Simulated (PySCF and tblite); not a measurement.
Values are calculated unless marked as measured or tabulated.
C₃H₅F₃O, numbered as in [OH:1][CH2:2][CH2:3][C:4]([F:5])([F:6])[F:7].

Conformers came from 90 starts (ETKDG and KDG, MMFF94s, GFN2-xTB); geometries are PBE0-D3(BJ)/def2-SVP. Energies: PBE0-D3(BJ)/def2-TZVP, with GFN2-xTB thermal terms (modes under about 100 cm⁻¹ blended into free rotors). Symmetry numbers and mirror images are counted. Conformers within 4 kcal/mol (GFN2-xTB free energy) were kept, 7 at most. Run with PySCF (density fitting) and tblite.

Rotational constants are equilibrium values for the commonest isotopes; dipoles come from the energy level named.

Torsions listed: H1–O1–C2–C3, O1–C2–C3–C4. Of a mirror pair one member is shown.

```tsv
conformer	shape	symmetry
1	-60°, 73°	C1 (pair)
2	-179°, -178°	Cs
3	-69°, -177°	C1 (pair)
4	-172°, 68°	C1 (pair)
5	54°, 55°	C1 (pair)
```

Q: Give the rotational constants and dipole components, as needed to look for these species in a jet-cooled rotational spectrum.

A: 
| conformer | A (MHz) | B (MHz) | C (MHz) | abs μa (D) | abs μb (D) | abs μc (D) | κ | Ic−Ia−Ib (u Å²) |
| --- | --- | --- | --- | --- | --- | --- | --- | --- |
| 1 | 4572 | 1817 | 1733 | 0.11 | 1.32 | 0.34 | -0.94 | -96.9 |
| 2 | 5060 | 1472 | 1450 | 2.17 | 0.78 | 0.06 | -0.99 | -94.5 |
| 3 | 5058 | 1460 | 1443 | 1.19 | 1.04 | 1.20 | -0.99 | -95.9 |
| 4 | 4542 | 1826 | 1739 | 2.58 | 1.99 | 0.13 | -0.94 | -97.5 |
| 5 | 4502 | 1866 | 1773 | 1.21 | 1.88 | 2.02 | -0.93 | -98.1 |

Q: Which type of transition is strongest for conformer 1?

A: b-type, since that component is clearly the largest; the top is near-prolate.
